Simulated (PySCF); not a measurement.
One molecule, one basis, several functionals.

Species: C₂H₆O₂Si.
Numbering: `[CH3:1][O:2][SiH2:3][CH:4]=[O:5]` (hydrogens: H6, H7, H8 on C1; H9, H10 on Si3; H11 on C4)

Torsions of this conformer, `[CH3:1][O:2][SiH2:3][CH:4]=[O:5]`: C1–O2–Si3–C4 178°, O2–Si3–C4–O5 -178°.

PySCF, pcSseg-2 basis, density fitting, gas phase, PBE0-D3(BJ)/def2-SVP geometry. One functional is left out:

| functional | exact exchange (%) | HOMO energy (eV) | LUMO energy (eV) | dipole moment (D) |
| --- | --- | --- | --- | --- |
| B97-D | 0 | -5.71 | -2.75 | 2.928 |
| BLYP | 0 | -5.61 | -2.73 | 2.941 |
| BP86 | 0 | -5.80 | -2.94 | 2.899 |
| LDA | 0 | -5.81 | -3.12 | 2.955 |
| OPBE | 0 | -5.65 | -2.77 | 2.764 |
| PBE | 0 | -5.70 | -2.87 | 2.862 |
| B3LYP | 20 | -6.94 | -1.96 | 3.099 |
| PBE0 | 25 | -7.15 | -1.71 | 3.053 |
| mPW1PW91 | 25 | -7.19 | -1.72 | 3.067 |
| BHandHLYP | 50 | -8.58 | -0.47 | 3.313 |

Problem. Predict the row of B97-2 (21 % exact exchange) by straight lines through the other rows, and check it.

Solution. 
```
         property   line  computed  computed − line  B3LYP (20 %), for comparison
 HOMO energy (eV)  -6.93     -6.89            +0.04                         -6.94
 LUMO energy (eV)  -1.88     -1.77            +0.11                         -1.96
dipole moment (D)  3.061     3.041           -0.020                         3.099
```

Problem. Which of these properties follows the share of exact exchange most closely, and which least?

Solution. Most closely the HOMO energy, least the dipole moment; the correlations over the tabulated rows are HOMO energy -0.998, LUMO energy 0.991, dipole moment 0.926. The HOMO energy moves by -0.578 eV for every 10 %. Functionals with the same share still differ in their other parts: at 0 % BLYP and LDA differ by 0.20 eV in it.
